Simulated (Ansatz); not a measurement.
Basis-set extrapolation for `O[SiH2]C[Si](O)(Cl)Cl` (PBE0-D4/def2-TZVP geometry, frozen core, Ansatz). Multiplicity 1, RHF reference.

```
                       def2-TZVPP    def2-QZVPP
                 HF  -1688.332432  -1688.385286
    MP2 correlation     -1.270729     -1.380527
CCSD(T) correlation     -1.385106       not run
```

Energies in hartree. Use E(X) = E(∞) + A·exp(−7.88·√X) for Hartree–Fock and E(X) = E(∞) + B·X^(−2.97) for correlation, with X = 3 and 4, and add CCSD(T) minus MP2 of the smaller set to the MP2 limit.

What is the CCSD(T) energy at the basis-set limit?

HF limit: -1688.385286 + (-0.052854) × 0.13774 = -1688.39257. MP2 limit: -1.380527 + (-0.109798) × 0.74074 = -1.46186. Higher-order term: -1.385106 − (-1.270729) = -0.11438. Total: -1689.96881 hartree, 659.7 kJ/mol below CCSD(T)/def2-TZVPP.
